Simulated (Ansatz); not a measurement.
Calculated with Ansatz (gas phase, PBE0-D4/def2-TZVP geometries, no zero-point term in ΔE). CCSD(T)/CBS adds triple-zeta CCSD(T) − MP2 to the extrapolated MP2 energy (def2 sets, frozen cores). Functionals use def2-TZVPP. B3LYP here is the variant with VWN-RPA as its local correlation; programs differ in this. One conformer a species, not always the lowest.

Consider the redistribution: `OB(F)[SiH2]S` + `[SiH3][AlH][Cl]` → `FB[SiH2]S` + `O[SiH2][AlH][Cl]`.

```json
{"level": "r2SCAN-D4", "ΔE (kJ/mol)": "89.0", "difference from CCSD(T)/CBS": "4.9"}
{"level": "PBE0-D4", "ΔE (kJ/mol)": "90.8", "difference from CCSD(T)/CBS": "6.7"}
{"level": "ωB97X-V", "ΔE (kJ/mol)": "86.7", "difference from CCSD(T)/CBS": "2.6"}
{"level": "ωB97M-V", "ΔE (kJ/mol)": "88.0", "difference from CCSD(T)/CBS": "3.9"}
{"level": "B2PLYP", "ΔE (kJ/mol)": "85.5", "difference from CCSD(T)/CBS": "1.4"}
{"level": "PBE0", "ΔE (kJ/mol)": "91.0", "difference from CCSD(T)/CBS": "6.9"}
{"level": "B3LYP", "ΔE (kJ/mol)": "85.5", "difference from CCSD(T)/CBS": "1.4"}
{"level": "HF/def2-TZVPP", "ΔE (kJ/mol)": "81.9", "difference from CCSD(T)/CBS": "-2.2"}
{"level": "MP2/def2-TZVPP", "ΔE (kJ/mol)": "86.0", "difference from CCSD(T)/CBS": "1.9"}
{"level": "SCS-MP2/def2-TZVPP", "ΔE (kJ/mol)": "82.8", "difference from CCSD(T)/CBS": "-1.3"}
{"level": "CCSD/def2-TZVPP", "ΔE (kJ/mol)": "87.8", "difference from CCSD(T)/CBS": "3.7"}
{"level": "CCSD(T)/def2-TZVPP", "ΔE (kJ/mol)": "88.8", "difference from CCSD(T)/CBS": "4.7"}
{"level": "HF/def2-QZVPP", "ΔE (kJ/mol)": "80.6", "difference from CCSD(T)/CBS": "-3.5"}
{"level": "MP2/def2-QZVPP", "ΔE (kJ/mol)": "82.9", "difference from CCSD(T)/CBS": "-1.2"}
{"level": "HF/CBS(def2)", "ΔE (kJ/mol)": "80.4", "difference from CCSD(T)/CBS": "-3.7"}
{"level": "MP2/CBS(def2)", "ΔE (kJ/mol)": "81.3", "difference from CCSD(T)/CBS": "-2.8"}
{"level": "CCSD(T)/CBS", "ΔE (kJ/mol)": "84.1", "difference from CCSD(T)/CBS": "0"}
```

Largest T1 diagnostic among the species: 0.014.

In def2-TZVPP, CCSD(T) changes the Hartree–Fock value by +6.9 kJ/mol (the triples alone add +1.0 kJ/mol) and MP2 by +4.1 kJ/mol.
